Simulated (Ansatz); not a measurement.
The same ligand exchange along the group O, S, Te.

Program: Ansatz. Geometries: PBE0-D4/def2-TZVP. ΔE: electronic, gas phase. CBS: MP2 limit from def2 TZ/QZ plus the TZ coupled-cluster correction, frozen cores. This one scheme is used for every species. DFT in def2-TZVPP. Elements past krypton have def2 core potentials. For Te outer-core shells are correlated without core-valence functions, which leaves a few kJ/mol of doubt a bond. Each species was taken in one conformer, which may not be the lowest.

```csv
reaction,CCSD(T)/CBS(def2) (kJ/mol)
`[NH2][Al]([OH])[F]` + H–F → `[NH2][Al]([F])[F]` + H₂O,-52
`[NH2][Al]([F])[SH]` + H–F → `[NH2][Al]([F])[F]` + H₂S,?
`[NH2][Al]([F])[TeH]` + H–F → `[NH2][Al]([F])[F]` + H₂Te,-64
```

Task: Fill in the missing values. (Estimate.)

Result: The calculation gave: `[NH2][Al]([F])[SH]` + H–F → `[NH2][Al]([F])[F]` + H₂S: -69.6 kJ/mol.

Largest T1 diagnostic: 0.012, for `[NH2][Al]([F])[F]`.
